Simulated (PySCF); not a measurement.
Gas-phase equilibrium of 1 mol N2O, 9.1 mol N2 at 600 K and 1.00 bar, among 8 species (O2, N2, O, NO, O3, N, N2O, NO2). Only gases are allowed; each row takes one source of thermochemistry for all species, and Cantera finds the minimum.

Energies from PySCF (xtb for GFN2), thermal terms from the rigid-rotor harmonic-oscillator model, ideal gas at 1 bar. 'Table' is the NASA 1993 thermochemical table (part measured, part estimated). † marks an energy on the PBE0/def2-TZVP geometry and frequencies; other levels use their own. MP2 freezes the core. 6-31G* has spherical d functions here. Open shells (unrestricted) among the columns below: O2 (multiplicity 3), O (multiplicity 3, electronic degeneracy 9), NO2 (multiplicity 2); the rest are closed-shell singlets. GFN2 has no spin-polarisation term. Spin-orbit splitting is ignored; it lowers the true energy and changes the entropy of O. MP2 isn't extrapolated to the basis-set limit. The harmonic model lacks anharmonicity and excited electronic states, which grow with temperature; levels with a mode under 35 cm⁻¹ are left out.

Molecules larger than those listed are left out. Table species left out: NO3.

With table thermochemistry: N2 0.95, N2O 2.1e-12, O2 0.047, NO2 2.9e-8, O <1e-12.

Task: How far does the composition move with the other sources (BLYP/def2-TZVP†, GFN2-xTB, HF/6-31G*, MP2/def2-SVP†, PBE/def2-SVP, r2SCAN/def2-TZVP†)?

Result: 
```json
[
 {"thermochemistry": "table", "x N2": "0.95", "x N2O": "2.1e-12", "x O2": "0.047", "x NO2": "2.9e-8", "x O": "<1e-12"},
 {"thermochemistry": "BLYP/def2-TZVP†", "x N2": "0.95", "x N2O": "5.5e-10", "x O2": "0.047", "x NO2": "4.4e-6", "x O": "<1e-12"},
 {"thermochemistry": "GFN2-xTB", "x N2": "0.90", "x N2O": "0.099", "x O2": "<1e-12", "x NO2": "<1e-12", "x O": "<1e-12"},
 {"thermochemistry": "HF/6-31G*", "x N2": "0.95", "x N2O": "<1e-12", "x O2": "0.046", "x NO2": "<1e-12", "x O": "0.0019"},
 {"thermochemistry": "MP2/def2-SVP†", "x N2": "0.95", "x N2O": "3.7e-11", "x O2": "0.047", "x NO2": "3.3e-8", "x O": "<1e-12"},
 {"thermochemistry": "PBE/def2-SVP", "x N2": "0.95", "x N2O": "2.6e-6", "x O2": "0.044", "x NO2": "0.0037", "x O": "<1e-12"},
 {"thermochemistry": "r2SCAN/def2-TZVP†", "x N2": "0.95", "x N2O": "2.2e-9", "x O2": "0.047", "x NO2": "4.7e-6", "x O": "<1e-12"}
]
```
The most sensitive of these is N2O: it spans a factor of 10^11.0 over these rows; at this temperature one factor of ten is RT ln 10 = 11 kJ/mol.
